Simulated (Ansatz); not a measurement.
`[F][MgH]` + HBr → `[MgH][Br]` + H–F at 298.15 K and 1 bar (ligand exchange at a Mg–F bond).

Computed with Ansatz on PBE0-D4/def2-TZVP structures; ΔE is electronic, products minus reactants. CCSD(T)/CBS is the MP2 limit (def2-TZVPP, def2-QZVPP) plus CCSD(T) − MP2 in def2-TZVPP, frozen cores. This one scheme is used for every species. For Br, Mg outer-core shells are correlated without core-valence functions, which leaves a few kJ/mol of doubt a bond. Scalar relativity is left out up to krypton.

```tsv
species	CCSD(T)/CBS energy (Eh)	H − E (kJ/mol)	S (J/(mol·K))
`[F][MgH]`	-300.33731	29.2	227.9
HBr	-2573.91920	24.6	198.6
`[MgH][Br]`	-2773.87245	27.7	251.3
H–F	-100.39570	33.5	173.6
```

H − E and S are ideal-gas, rigid-rotor, harmonic terms from PBE0-D4/def2-TZVP. 1 Eh = 2625.50 kJ/mol, R = 8.31446 J/(mol·K).

Question: By hand: ΔE, ΔH, ΔS and ΔG.

Answer: ΔE = (-2773.87245) + (-100.39570) − (-300.33731) − (-2573.91920) = -0.01164 Eh = -30.6 kJ/mol. Δ(H − E) = 27.7 + 33.5 − 29.2 − 24.6 = 7.4, so ΔH = -23.2 kJ/mol. ΔS = 251.3 + 173.6 − 227.9 − 198.6 = -1.6 J/(mol·K). ΔG = -23.2 − 298.15 × (-1.6)/1000 = -22.7 kJ/mol.

Question: By hand: the equilibrium constant, and the temperature at which ΔG would vanish if ΔH and ΔS stayed fixed.

Answer: log₁₀ K = −ΔG/(RT ln 10) = 4.0. ΔG = 0 at ΔH/ΔS = 14500 K, far beyond where these terms or the molecules hold.

The number of gas molecules stays the same, so ΔS is small and ΔH decides. A doubt of 5 kJ/mol in ΔE shifts log₁₀ K by 0.9 here. These are equilibria of isolated gas molecules and say nothing of rates. Largest T1 diagnostic: 0.011 (customary marks: 0.02 for closed shells, 0.045 for open ones).
